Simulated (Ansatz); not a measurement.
H5InSi (`[SiH3][InH2]`). Total charge 0; spin multiplicity 1. In takes the def2 core potential. The structure was optimised at the PBE0-D4/def2-TZVP level.

```xyz
7

Si   -1.091   -0.111    0.259
In    1.410    0.120   -0.310
H    -1.347   -0.992    1.431
H    -1.840   -0.668   -0.902
H    -1.673    1.228    0.561
H     2.642   -0.630    0.643
H     1.899    1.052   -1.683
```

Question: What is the dipole moment at PBE/def2-TZVPP? (Best estimate.)

Answer: Ansatz gave: 0.08 D, with components (0.08, -0.02, 0.01) D in this frame, pointing from negative to positive charge.

Question: And with r2SCAN, B3LYP, ωB97M-V? (Best estimate.)

Answer: Ansatz gave: r2SCAN 0.07 D, B3LYP 0.07 D, ωB97M-V 0.12 D.

Question: Give the Mulliken charges with PBE, r2SCAN, B3LYP in def2-TZVPP. (Best estimate.)

Answer: Ansatz gave: 
```json
{"atom": "Si1", "PBE": "-0.07", "r2SCAN": "0.02", "B3LYP": "0.01"}
{"atom": "In2", "PBE": "0.45", "r2SCAN": "0.46", "B3LYP": "0.45"}
{"atom": "H3", "PBE": "-0.04", "r2SCAN": "-0.06", "B3LYP": "-0.06"}
{"atom": "H4", "PBE": "-0.04", "r2SCAN": "-0.06", "B3LYP": "-0.06"}
{"atom": "H5", "PBE": "-0.04", "r2SCAN": "-0.06", "B3LYP": "-0.06"}
{"atom": "H6", "PBE": "-0.13", "r2SCAN": "-0.14", "B3LYP": "-0.15"}
{"atom": "H7", "PBE": "-0.13", "r2SCAN": "-0.14", "B3LYP": "-0.15"}
```

B3LYP here is the variant with VWN-RPA as its local correlation; programs differ in this.
